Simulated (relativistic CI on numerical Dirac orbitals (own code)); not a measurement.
# Ag²⁸⁺: what numerical and physical settings do to a radial Dirac CI calculation

Reference input:

```
atom Ag  Z=47  charge=28  electrons=19
nucleus A=107  rms_radius_fm=4.5454
hamiltonian dirac-coulomb  breit=on  qed=on  c_scale=1
orbitals kli  potential=per-configuration
slater_scale 1
correlation none
mixing on
grid step=0.0125 r_max=4.1
scf mixing=0.4 start=green max_iterations=150 tolerance=2e-08 node_fill=0.05
configurations
  [Ar] 3d
  [Ne] 3s2 3p5 3d2
end
```

Computed lowest total energy -4778.32595 Ha, first excitation 67086.5 cm⁻¹, 19 SCF steps. Runs with settings changed; * marks those that are bad on purpose (the QED terms keep the true α when c is scaled):

```tsv
Changed	Outcome	Lowest level	ΔE (Ha)	First excitation (cm⁻¹)	SCF steps	Message
node fill of the KLI weights 0.01	converged	3p⁶3d ²D3/2	0.00265	67051.9	19	
speed of light × 1.25	converged	3p⁶3d ²D3/2	42.1	42994.9	19	
iteration limit 30, grid step 0.02, speed of light × 0.8	converged	3p⁶3d ²D3/2	-69.7	104617.0	19	
speed of light × 10	converged	3p⁶3d ²D3/2	112	689.8	20	
configuration list: extra electron *	refused				0	configuration [Ne] 3s2 3p5 3d2 4s has 20 electrons, the ion has 19
charge 27 *	refused				0	configuration [Ar] 3d has 19 electrons, the ion has 20
```
